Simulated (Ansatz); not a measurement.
A structure relaxed at PBE0-D4/def2-TZVP, charge 0, multiplicity 1:

Cartesian coordinates in Å:
```
C -0.6914 -1.0329 -0.6973
C 0.1905 0.1581 -0.3533
C -0.5874 1.2419 0.3778
Cd 1.9228 -0.4340 0.7329
Cl 3.7972 -1.0728 1.9060
H -0.1637 -1.7938 -1.2768
H -1.0928 -1.5172 0.1974
H -1.5529 -0.7058 -1.2947
H 0.5942 0.5777 -1.2801
H 0.0159 2.1304 0.5784
H -0.9833 0.8878 1.3338
H -1.4490 1.5607 -0.2240
```

Task: Give its formula and SMILES.

Result: C3H7CdCl, `C[CH](C)[Cd][Cl]`.

Task: Point group (tolerance 0.08 Å, 0.16 Å for H)?

Result: Cs.

Task: Summarise the bond lengths by kind.

Result: 2 × C–C 1.521 Å; 7 × C–H 1.092 to 1.098 Å; 1 × C–Cd 2.129 Å; 1 × Cd–Cl 2.302 Å.

Results of the Gaussian-basis code of Ansatz.
